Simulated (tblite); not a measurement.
Species: C7H11FO.
Numbering: `[CH3:1][O:2]/[CH:3]=[CH:4]\[CH2:5]/[C:6]([CH3:7])=[CH:8]\[F:9]` (hydrogens: H10, H11, H12 on C1; H13 on C3; H14 on C4; H15, H16 on C5; H17, H18, H19 on C7; H20 on C8)

The geometry is computed with GFN2-xTB (gas phase).

Question: What internal coordinates does the optimisation give?

Answer: 
```csv
bond,length (bohr),order
C1–O2,2.655,single
O2–C3,2.580,single
C3=C4,2.507,double
C4–C5,2.836,single
C5–C6,2.846,single
C6–C7,2.826,single
C6=C8,2.499,double
C8–F9,2.555,single
"C1–H10, C1–H11, C1–H12",2.066,single
C3–H13,2.050,single
C4–H14,2.037,single
"C5–H15, C5–H16",2.063,single
"C7–H17, C7–H18, C7–H19",2.056,single
C8–H20,2.041,single
```

Bonds in one row agree within 0.02 bohr and their mean is given. Orders are formal, as drawn. A selection of angles:
```csv
angle,degrees
O2–C1–H10,106.4
O2–C1–H11,111.5
H10–C1–H11,109.3
C1–O2–C3,115.6
O2–C3–C4,122.6
O2–C3–H13,115.9
C4–C3–H13,121.6
C3–C4–C5,123.7
C3–C4–H14,119.1
C5–C4–H14,117.2
C4–C5–C6,111.3
C4–C5–H15,109.6
C4–C5–H16,108.4
C6–C5–H15,109.4
H15–C5–H16,109.2
C5–C6–C7,116.5
C5–C6–C8,122.6
C7–C6–C8,120.9
C6–C7–H17,109.7
C6–C7–H19,111.4
H17–C7–H18,107.5
H17–C7–H19,109.0
C6–C8–F9,122.6
C6–C8–H20,125.9
F9–C8–H20,111.5
```

Torsions: C1–O2–C3–C4 172° (antiperiplanar); O2–C3–C4–C5 -1° (synperiplanar); C3–C4–C5–C6 107° (anticlinal); C4–C5–C6–C7 -63° (synclinal); C5–C6–C8–F9 0° (synperiplanar). The mirror-image conformer, all signs reversed, is as good.

Of the pairs four or more bonds apart, O2···H16 is among the closest relative to their van der Waals radii: 2.45 Å, 90 % of the sum of Bondi's values. The C–C distances run from 1.323 Å (C6=C8, drawn double) to 1.506 Å (C5–C6, drawn single), a spread of 0.183 Å. The C–O distances run from 1.365 Å (O2–C3, drawn single) to 1.405 Å (C1–O2, drawn single), a spread of 0.040 Å.

Point group: C1 (no symmetry element, even within 0.4 Å). Its GFN2-xTB frequencies are all real (lowest 17 cm⁻¹). The numbers are those of one conformer.
